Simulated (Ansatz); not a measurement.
A nudged elastic band was laid between two geometries of BF3 + H3P (8 atoms, charge 0, multiplicity 1).

Level of theory: Ansatz 0.2.0, RHF/def2-SVP.

```yaml
movable_images: 9
climbing_image: yes
spring: 5.0 eV/Å²
optimiser: quadratic models (default)
start_path: through a guess of the saddle point
force_threshold: 0.05 eV/Å
iteration_limit: 60
end_points: relaxed
```

Image 0:

```xyz
8
Properties=species:S:1:pos:R:3
B 0.016 0.561 -0.116
F -0.107 0.947 1.118
F 1.195 0.463 -0.651
F -1.040 0.280 -0.817
P 0.245 -3.243 1.086
H -0.715 -2.825 0.136
H 1.336 -2.588 0.470
H -0.025 -2.210 2.012
```

Image 10:

```xyz
8
Properties=species:S:1:pos:R:3
B 0.144 -0.577 -0.343
F -0.232 0.392 2.199
F 1.218 0.150 -0.493
F -0.994 -0.080 -0.750
P 0.230 -2.342 0.461
H -0.665 -3.006 -0.399
H 1.432 -2.782 -0.125
H -0.228 -0.370 2.687
```

(1) Which bonds break or form, and what moves?

(2) What energy profile does the band end with?

Results:

(1) Bonds broken: B1–F2, P5–H8. Bonds formed: B1–P5, F2–H8. BF3 + H3P becomes BF2H2P + FH.

(2) The run ended unconverged. The highest image is number 9 of 0 to 10, 3.03 eV above the first end and 1.38 eV above the last; the last end lies 1.64 eV above the first. The band didn't meet its force threshold, so its energies are provisional: the largest band force was still 0.10 eV/Å, and over the last iterations the top stayed at 3.03 eV. Neighbouring images lie up to 1.6 Å apart, so the band is torn or far too coarse. Inner images lie below an end point, which means an intermediate or an end that isn't the lowest structure nearby. The orbitals stay closed-shell, which can raise the energy where a bond breaks towards radicals; this wasn't checked here.

| image | path coordinate (Å) | energy (eV) | B1–F2 (Å) | P5–H8 (Å) | B1–P5 (Å) |
| --- | --- | --- | --- | --- | --- |
| 0 | 0.00 | 0.00 | 1.30 | 1.41 | 4.00 |
| 1 | 1.19 | 0.01 | 1.30 | 1.41 | 4.15 |
| 2 | 2.37 | 0.01 | 1.30 | 1.42 | 4.10 |
| 3 | 3.56 | 0.00 | 1.30 | 1.41 | 4.06 |
| 4 | 4.75 | 0.03 | 1.30 | 1.39 | 2.99 |
| 5 | 5.94 | -0.09 | 1.30 | 1.41 | 3.40 |
| 6 | 7.12 | -0.09 | 1.30 | 1.41 | 3.38 |
| 7 | 8.31 | -0.08 | 1.30 | 1.41 | 3.25 |
| 8 | 9.50 | 0.30 | 1.32 | 1.40 | 2.51 |
| 9 | 10.69 | 3.03 | 1.60 | 1.69 | 2.03 |
| 10 | 12.30 | 1.64 | 2.75 | 3.01 | 1.94 |

The run took 13 min on 1 thread of Intel(R) Xeon(R) Platinum 8488C (Sapphire Rapids), with other jobs on the host, peak memory 0.19 GiB.
